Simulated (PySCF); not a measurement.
# Working out the ionisation energy of Pd+

Pd+ [Kr] 4d9 (2D) → Pd(2+) [Kr] 4d8 (3F). Calculation: PySCF 2.14, in def2-SVP with the def2 core potential (28 electrons) (5s3p2d1f, 31 functions); scalar relativity through the core potential. Frozen: 4s2 4p6. Energies in hartree (1 hartree = 27.21139 eV):

```json
{"part": "UHF", "Pd+ (lower)": "-126.769919", "Pd(2+) (upper)": "-126.126907"}
{"part": "MP2 opposite-spin", "Pd+ (lower)": "-0.101118", "Pd(2+) (upper)": "-0.071370"}
{"part": "MP2 same-spin", "Pd+ (lower)": "-0.062274", "Pd(2+) (upper)": "-0.048006"}
```

Question: What does Hartree-Fock give?

Answer: (-126.126907) − (-126.769919) = 0.643012 hartree = 17.497 eV.

Question: What do MP2 and SCS-MP2 (6/5 opposite-spin, 1/3 same-spin) give?

Answer: The opposite-spin parts differ by 0.809 eV and the same-spin parts by 0.388 eV. MP2: 17.497 + (0.809) + (0.388) = 18.694 eV. SCS-MP2: 17.497 + 1.2 × (0.809) + (0.388)/3 = 18.597 eV.

Reference: 19.43 ± 0.12 eV (semi-empirical (NIST evaluation); NIST Atomic Spectra Database, ionization energies), between the lowest levels; spin-orbit coupling is absent from the calculation.

A double-zeta basis recovers only part of the correlation energy.

What remains against the reference includes basis incompleteness, the frozen core and correlation beyond second order.
